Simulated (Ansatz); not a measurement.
`C/C(F)=N/[SiH3]` → `F/C=N/[SiH3]` + `[CH2]` (triplet) at 700 K and 1 bar (formal loss of a carbene).

Computed with Ansatz on PBE0-D4/def2-TZVP structures; ΔE is electronic, products minus reactants. CBS: MP2 limit from def2 TZ/QZ plus the TZ coupled-cluster correction, frozen cores. This one scheme is used for every species. Double bonds are as drawn, so ΔE can hold a change between cis and trans. Triplets are unrestricted, without spin–orbit coupling.

```csv
species,CCSD(T)/CBS energy (Eh),H − E (kJ/mol),S (J/(mol·K))
`C/C(F)=N/[SiH3]`,-523.29225,278.2,462.5
`F/C=N/[SiH3]`,-484.01982,187.0,393.6
`[CH2]` (triplet),-39.09499,70.4,226.8
```

H − E and S are ideal-gas, rigid-rotor, harmonic terms from PBE0-D4/def2-TZVP, with the whole ground term of open shells counted as degenerate. 1 Eh = 2625.50 kJ/mol, R = 8.31446 J/(mol·K).

Problem. By hand: ΔE, ΔH, ΔS and ΔG.

Solution. ΔE = (-484.01982) + (-39.09499) − (-523.29225) = 0.17744 Eh = 465.9 kJ/mol. Δ(H − E) = 187.0 + 70.4 − 278.2 = -20.8, so ΔH = 445.1 kJ/mol. ΔS = 393.6 + 226.8 − 462.5 = 157.9 J/(mol·K). ΔG = 445.1 − 700 × (157.9)/1000 = 334.6 kJ/mol.

Problem. By hand: the equilibrium constant, and the temperature at which ΔG would vanish if ΔH and ΔS stayed fixed.

Solution. log₁₀ K = −ΔG/(RT ln 10) = -25.0. ΔG = 0 at ΔH/ΔS = 2819 K, far beyond where these terms or the molecules hold.

The number of gas molecules changes by +1, which sets the sign of ΔS. A doubt of 5 kJ/mol in ΔE shifts log₁₀ K by 0.4 here. Modes under 60 cm⁻¹, often nearly free rotors, make the harmonic entropy too high. A triplet takes part, so the spin changes. These are equilibria of isolated gas molecules and say nothing of rates. Largest T1 diagnostic: 0.014 (customary marks: 0.02 for closed shells, 0.045 for open ones).
